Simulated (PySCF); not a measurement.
# One molecule, a ladder of functionals, a line

Molecule: `C[CH2][AlH2-][NH3+]`, C2H10AlN.

Numbering as in the mapped SMILES `[CH3:1][CH2:2][AlH2-:3][NH3+:4]`. Each H is labelled by its parent atom.

GIAO shieldings (ppm, equivalent atoms averaged) in PySCF 2.14.0 with density-fitted response routines on the PBE0-D3(BJ)/def2-SVP geometry, basis pcSseg-2, gas phase, non-relativistic:

| functional | exact exchange (%) | σ(Al3) |
| --- | --- | --- |
| BLYP | 0 | 387.6 |
| BP86 | 0 | 393.1 |
| PBE | 0 | 391.9 |
| PBE0 | 25 | 408.2 |
| mPW1PW91 | 25 | 409.0 |
| BHandHLYP | 50 | 417.9 |
| HF | 100 | 450.7 |

Q: Fit each shielding as a line in the percentage of exact exchange.

A: σ(Al3) = 391.5 + 0.59 x (rms 2.4 ppm). The functionals also differ in their semilocal parts, which the line can't hold; Hartree–Fock has no correlation at all.

Q: What does the line predict for B3LYP (20 %), and what does the run give?

A: σ(Al3): 403.3 predicted, 400.2 computed ppm.
